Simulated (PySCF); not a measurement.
## Computed properties of Pb(H)(SiH3) (H4PbSi), SMILES [PbH][SiH3]

H₄PbSi, SMILES [SiH3][PbH] (connectivity only; charge and spin as stated), neutral, multiplicity 1. Geometry: B3LYP-D3(BJ)/def2-TZVP. The def2 effective core potentials stand for the cores of Pb; spin–orbit coupling is left out. The values are those of a single conformer. All values are computed for the isolated molecule unless a solvent is named; none is compared with measurement here.

**Structure.** The optimised structure has Cs symmetry. All 12 harmonic modes at B3LYP-D3(BJ)/def2-TZVP (PySCF) are real, so it is a minimum.

**Vibrations.** The strongest infrared lines (harmonic, unscaled, degenerate partners summed) lie at 1582 cm⁻¹ (415 km/mol, H 100 %), 850 cm⁻¹ (389 km/mol, H 91 %, Si 9 %), 2189 cm⁻¹ (126 km/mol, H 96 %). The softest mode is at 86 cm⁻¹ and the zero-point energy is 17.7 kcal/mol.

**Electronic structure.** PBE0/def2-TZVPD (PySCF) places the frontier levels at -6.38 and -3.07 eV, a gap of 3.31 eV, and gives a dipole moment of 1.91 D and a mean polarisability of 87.7 bohr³.

**Excitations.** TDA-M06-2X/def2-SVPD (PySCF) has S1 at 2.09 eV (593 nm, f = 0.002, weak); the most intense of the 10 singlets computed lies at 5.57 eV (f = 0.59). T1 (TDA) is at 1.36 eV, 0.73 eV under S1.
